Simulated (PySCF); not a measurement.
Compound: C5H7OS (doublet state).
Numbering: `[CH3:1][C:2](=[S:3])[C@@H:4]([CH3:5])[C:6]=[O:7]` (hydrogens: H8, H9, H10 on C1; H11 on C4; H12, H13, H14 on C5)

Structure used (GFN2-xTB), in Å, numbered top down from 1:
```xyz
14
C5H7OS angstrom
C      1.9579    0.0780    0.2711
C      0.6253   -0.4544    0.6642
S      0.4342   -1.4877    1.9229
C     -0.5636    0.1399   -0.0307
C     -1.8673   -0.6371    0.1204
C     -0.6517    1.5193    0.4972
O      0.0628    2.3617    0.8974
H      2.0878    0.0750   -0.8112
H      2.0562    1.1144    0.6130
H      2.7470   -0.5075    0.7344
H     -0.3439    0.2951   -1.0966
H     -2.6782   -0.1155   -0.3801
H     -1.7543   -1.6257   -0.3160
H     -2.1129   -0.7559    1.1717
```

The hyperfine couplings belong to this conformer and change with its torsions.

Method: UKS B3LYP, pcH-1 on C H O S, non-relativistic, mean-field spin-orbit, GIAO in PySCF 2.14.0. The structure is a single GFN2-xTB conformer in the gas phase; no vibrational or solvent corrections. The geometry wasn't refined by DFT: couplings that depend on bond lengths, twists or pyramidal angles can differ widely from those at the functional's own minimum. Stability of the SCF solution: not tested.

Task: Predict the first-order ENDOR lines of H11, H8/H9/H10 and H12/H13/H14 under fast tumbling at B = 1214.5 mT (Q band).

Result: ν± = |νn ± a/2|, one line for each electron-spin manifold; νn = |g_N| × 7.62259 MHz/T × B.

```json
{"nuclei": "H11", "isotope": "1H", "g_N": "5.5857", "νn (MHz)": "51.71", "a_iso (MHz)": "-12.69", "lower line (MHz)": "45.37", "upper line (MHz)": "58.05"}
{"nuclei": "H8/H9/H10", "isotope": "1H", "g_N": "5.5857", "νn (MHz)": "51.71", "a_iso (MHz)": "-2.32", "lower line (MHz)": "50.55", "upper line (MHz)": "52.87"}
{"nuclei": "H12/H13/H14", "isotope": "1H", "g_N": "5.5857", "νn (MHz)": "51.71", "a_iso (MHz)": "-0.94", "lower line (MHz)": "51.24", "upper line (MHz)": "52.18"}
```

Task: Which pairs are centred on the nuclear Larmor frequency, and which on half the coupling?

Result: Centred on νn, since |a| < 2νn: H11, H8/H9/H10 and H12/H13/H14. No pair has |a| > 2νn.

Task: At what field would the lower line of H11 fall to zero frequency?

Result: Where νn = |a|/2, that is B = 6.34 MHz/(5.5857 × 7.62259 MHz/T) = 149 mT, as far as first order holds there.

Means are taken over nuclei equivalent by connectivity, which assumes that they swap fast.

The largest Mulliken spin populations are on C6 (+0.60), O7 (+0.19) and S3 (+0.15).
